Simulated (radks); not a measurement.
All-electron atom: Cd in [Kr] 4d10 5s1 5p1 (not the ground configuration). Calculated with a radial shooting solver on a logarithmic mesh with Libxc functionals: scalar-relativistic Kohn-Sham, PBEsol, spin-unpolarised, spherical densities, point nucleus.

Normalised radial functions P(r) = r R(r), r in bohr:

r	3p	3d	5p
0.001421	0.0037	0.0000	0.0003
0.001654	0.0049	0.0000	0.0004
0.001926	0.0064	0.0000	0.0005
0.002242	0.0083	0.0000	0.0007
0.002589	0.0107	0.0001	0.0009
0.003014	0.0141	0.0001	0.0011
0.003509	0.0184	0.0002	0.0015
0.004085	0.0241	0.0002	0.0020
0.004756	0.0315	0.0004	0.0026
0.005537	0.0412	0.0006	0.0033
0.006445	0.0536	0.0009	0.0043
0.007503	0.0697	0.0013	0.0056
0.008735	0.0904	0.0020	0.0073
0.01017	0.1166	0.0031	0.0094
0.01174	0.1478	0.0045	0.0120
0.01367	0.1888	0.0069	0.0153
0.01592	0.2395	0.0104	0.0194
0.01853	0.3011	0.0156	0.0243
0.02157	0.3747	0.0233	0.0302
0.02511	0.4608	0.0346	0.0371
0.02924	0.5584	0.0510	0.0450
0.03403	0.6649	0.0745	0.0534
0.03962	0.7753	0.1075	0.0621
0.04613	0.8812	0.1535	0.0703
0.0537	0.9704	0.2159	0.0770
0.06201	1.0247	0.2941	0.0806
0.07219	1.0315	0.4005	0.0800
0.08405	0.9662	0.5342	0.0731
0.09784	0.8101	0.6963	0.0585
0.1139	0.5517	0.8840	0.0354
0.1326	0.1927	1.0899	0.0043
0.1544	-0.2468	1.3003	-0.0324
0.1797	-0.7259	1.4955	-0.0700
0.2092	-1.1859	1.6513	-0.1018
0.2436	-1.5595	1.7427	-0.1201
0.2813	-1.7791	1.7510	-0.1183
0.3275	-1.8342	1.6676	-0.0922
0.3812	-1.7076	1.4938	-0.0416
0.4438	-1.4375	1.2502	0.0268
0.5167	-1.0901	0.9697	0.1000
0.6015	-0.7399	0.6913	0.1615
0.7002	-0.4452	0.4485	0.1951
0.8151	-0.2343	0.2615	0.1889
0.949	-0.1062	0.1351	0.1397
1.105	-0.0407	0.0610	0.0536
1.286	-0.0130	0.0237	-0.0569
1.485	-0.0036	0.0082	-0.1703
1.729	-0.0007	0.0022	-0.2856
2.013	-0.0001	0.0005	-0.3845
2.343	0.0000	0.0001	-0.4590
2.728	0.0000	0.0000	-0.5040
3.176	0.0000	0.0000	-0.5178
3.697	0.0000	0.0000	-0.5011
4.304	0.0000	0.0000	-0.4574
5.011	0.0000	0.0000	-0.3927
5.833	0.0000	0.0000	-0.3158
6.737	0.0000	0.0000	-0.2410
7.843	0.0000	0.0000	-0.1686
9.13	0.0000	0.0000	-0.1086
10.63	0.0000	0.0000	-0.0636
12.37	0.0000	0.0000	-0.0332
14.41	0.0000	0.0000	-0.0153

3p: eigenvalue -602.91 eV, 1 radial node at r = 0.142 bohr, <r> = 0.357 bohr, 90 % of the charge inside 0.537 bohr. 3d: eigenvalue -395.57 eV, 0 radial nodes, <r> = 0.335 bohr, 90 % of the charge inside 0.529 bohr. 5p: eigenvalue -2.073 eV, 3 radial nodes at r = 0.135, 0.419, 1.19 bohr, <r> = 4.14 bohr, 90 % of the charge inside 6.52 bohr.
